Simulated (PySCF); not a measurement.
PySCF input (M06-2X/LANL2DZ):

```python
from pyscf import gto, dft

mol = gto.M(
    atom='''
    Cd   -0.00000000   -0.00000000   -0.99187572
    Se    0.00000000    0.00000000    1.40029513
    ''',
    basis='lanl2dz',
    ecp='lanl2dz',
    charge=0,
    spin=0,
    verbose=4,
)

mf = dft.RKS(mol, xc='m062x')
mf.grids.level = 4
mf.conv_tol = 1e-9
mf.max_cycle = 100
mf.max_memory = 1500
mf.kernel()
if not mf.converged:
    mf = mf.newton()
    mf.kernel(mf.make_rdm1())
mf.dip_moment()
```

**Question.** What final total energy does it give?

**Answer.** -57.10315 Eh.
